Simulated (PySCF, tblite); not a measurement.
Calculations on `C[O][Ge@]1([Cl])[CH]=C[CH2]1`, in the order of a workflow; each names the level of the geometry that it ran on. Settings lines and outputs come from a driver script.

C4H7ClGeO.
SMILES with atom numbers: `[CH3:1][O:2][Ge@:3]1([Cl:4])[CH:5]=[CH:6][CH2:7]1` (hydrogens: H8, H9, H10 on C1; H11 on C5; H12 on C6; H13, H14 on C7)

Step 1: GFN2-xTB geometry optimisation, gas phase (tblite 0.8.0) (from a force-field or distance-geometry start)
```json
{"job": {"kind": "relax", "xc": "GFN2-xTB", "basis": "xTB"}, "charge": 0, "multiplicity": 1}
```
```
step      E/eV     max force
  0    -615.32016    6.723
  1    -616.02908    1.597
  2    -616.19433    1.311
...
 85    -616.78312    0.057
 86    -616.78336    0.025
 87    -616.78345    0.032
 88    -616.78350    0.011
 89    -616.78351    0.007
```

Energy lowered by 33.7 kcal/mol over 89 steps; largest atomic force 0.007 eV/Å at the end. «max force» is the largest atomic force in eV/Å.

The run took 0.68 s wall on one thread, Arm Neoverse V1 (aarch64) (shared host).

Step 2: GFN2-xTB harmonic vibrations, gas phase (tblite 0.8.0) (on the GFN2-xTB geometry)
```json
{"job": {"kind": "ir", "xc": "GFN2-xTB", "basis": "xTB"}, "charge": 0, "multiplicity": 1}
```
```
(table of modes left out)
```

36 modes from 33 to 3089 cm⁻¹ (unscaled, harmonic); zero-point energy 61.3 kcal/mol; all wavenumbers are real at this level.

Time: 0.52 s. Hardware: Arm Neoverse V1, one thread (shared host).

Step 3: TDDFT PBE0/def2-SVPD, vertical, gas phase, core orbitals frozen in the response (PySCF 2.14.0, density-fitted response routines) (on the GFN2-xTB geometry)
```json
{"job": {"kind": "uv", "xc": "PBE0", "basis": "def2-SVPD", "nstates": 8, "ntriplets": 3}, "charge": 0, "multiplicity": 1}
```
```
...
Static polarisability (au): isotropic 93.669, principal 81.761 83.447 115.798
Singlet excitations
state   eV       nm        f      main configurations
  1   5.6848    218.1   0.00169   H->L 0.85
  2   5.9630    207.9   0.00512   H->L+1 0.86
  3   6.2134    199.5   0.01317   H-1->L 0.72, H-1->L+1 0.21
  4   6.6999    185.1   0.00693   H-2->L 0.45, H-1->L+1 0.21, H-3->L 0.12
  5   6.8157    181.9   0.01468   H-3->L 0.61, H-2->L 0.12, H-4->L 0.09
  6   6.9948    177.3   0.06609   H-1->L+1 0.43, H-1->L 0.11, H-2->L 0.08
  7   7.0602    175.6   0.00767   H-2->L+1 0.64, H-2->L 0.19
  8   7.1065    174.5   0.03053   H-3->L+1 0.58
Triplet excitations (Tamm-Dancoff, eV): 4.3812 5.2016 5.4732
```

HOMO -7.65 eV, LUMO -0.62 eV; lowest singlet 5.68 eV; lowest triplet 4.38 eV (Tamm–Dancoff); mean polarisability 93.7 au.

Hardware: Arm Neoverse V1, one thread, shared host. Cost: 64 s wall (grids of density and orbitals included), 0.87 GiB resident at most.

Geometry of the electronic-property runs (GFN2-xTB):
```
atom  x, y, z in Å
C1     1.877    1.967   -0.643
O2     0.624    1.366   -0.405
Ge3    0.130   -0.336   -0.559
Cl4    1.592   -1.288   -1.811
C5    -1.842   -0.603   -0.779
C6    -1.947   -1.199    0.405
C7    -0.630   -1.290    1.110
H8     2.503    1.364   -1.305
H9     2.404    2.119    0.302
H10    1.694    2.935   -1.113
H11   -2.634   -0.409   -1.482
H12   -2.855   -1.577    0.850
H13   -0.312   -2.313    1.304
H14   -0.606   -0.736    2.046
```

 (This holds for the electronic-property runs.)

One conformer stands for the species.
